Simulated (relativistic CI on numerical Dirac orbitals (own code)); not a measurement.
Computed by Dirac-Coulomb-Breit CI, KLI orbitals optimised for each configuration, QED by a radiative potential, unscaled Slater integrals (own radial code, finite nucleus).

The strongest absorption lines from the ground level of an ion, among the configurations computed and to levels below about 16800 eV (vacuum wavelength in nm, gf): 0.07367 (0.012), 0.07458 (0.022), 0.07631 (0.045), 0.07636 (0.012), 0.08034 (0.12), 0.08047 (0.032), 0.09455 (0.61), 0.09519 (0.16).

Question: Which ion is it?
A. Y³⁷⁺
B. Mo⁴⁰⁺
C. Kr³⁴⁺
D. Kr³²⁺

Answer: C. Kr³⁴⁺ has 2 electrons and the ground level 1s² ¹S0; the strongest line goes to 1s2p ¹P°1. The pattern of lines fixes the number of electrons, and along that sequence the line energies rise steadily with the charge (about as its square where n changes within one kind of shell, about linearly where n is kept but much faster in heavy ions where fine structure, which grows about as Z⁴, sets the gap, and irregularly where shells cross), which fixes Z. Configurations outside the model, such as inner-shell arrays, can give stronger lines. At this charge energies of transitions that change n are usually good to better than 1 %, and those within a shell (Δn = 0) to a few per cent.

LS names give the leading component of a level, which can be under half, so a name can repeat, a term be missing and a line seem to break the LS rules.
